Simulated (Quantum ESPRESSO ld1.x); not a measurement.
Radial electron density D(r) = 4 pi r^2 rho(r) of an atom or ion with 67 electrons. Calculated with ld1.x of Quantum ESPRESSO 7.5: scalar-relativistic Kohn-Sham, LDA (Slater exchange, Perdew-Wang correlation), spin-polarised, spherical densities, point nucleus.

r (bohr)  D(r) (e/bohr)   spin D(r)
0.002467          19.80    0.000995
0.002895          24.70     0.00123
0.003432          30.91     0.00152
0.004068          38.16     0.00184
0.004821          46.38     0.00219
0.005715          55.34     0.00252
0.006774          64.61     0.00282
0.008029          73.55     0.00301
0.009517          81.32     0.00303
0.01128           87.01     0.00280
0.01337           89.83     0.00229
0.01585           89.47     0.00151
0.01879           86.45    0.000568
0.02227           82.36   -0.000263
0.02639           79.74   -0.000608
0.03128           81.33  -0.0000842
0.03708           88.67     0.00145
0.04351           99.93     0.00348
0.05158           112.5     0.00530
0.06113           119.8     0.00564
0.07246           117.4     0.00471
0.08589           106.4     0.00642
0.1018            94.51      0.0208
0.1207            91.03      0.0652
0.143             98.12       0.164
0.1695            106.5       0.349
0.201             102.8       0.663
0.2382            83.12        1.15
0.2823            59.65        1.82
0.3346            48.25        2.61
0.3967            51.54        3.34
0.4702            57.21        3.78
0.5573            53.54        3.78
0.654             41.82        3.45
0.7752            28.31        2.89
0.9188            19.26        2.23
1.089             14.50        1.55
1.291             11.28       0.929
1.53              8.060       0.481
1.814             4.982       0.273
2.15              2.687       0.272
2.548             1.371       0.358
3.02             0.7531       0.406
3.58             0.4577       0.358
4.243            0.2709       0.245
5.029            0.1511       0.145
5.961            0.1096       0.108
7.066            0.1266       0.126
8.375            0.1509       0.151
9.829            0.1406       0.141
11.65           0.09305      0.0930
13.81           0.04157      0.0416
16.37           0.01211      0.0121
19.4           0.002240     0.00224
23            0.0002571    0.000257

What is the nuclear charge?

Answer. Z = 67. The innermost maximum, from 1s, lies near gamma/Z bohr with gamma = sqrt(1 - (Z/c)^2) = 0.872, here 0.013 bohr (found: 0.0142), and its height grows with Z. The density is that of neutral holmium in [Xe] 4f11 6s1 7s1; the configuration itself is not fixed sharply by these data, and Z only to a few units. D(r) has 5 maxima, at r = 0.0142, 0.0643, 0.178, 0.484, 8.72 bohr, and minima at 0.0272, 0.117, 0.345, 6.08 bohr, inside which lie 1.92, 11.17, 29.50, 66.04 electrons.
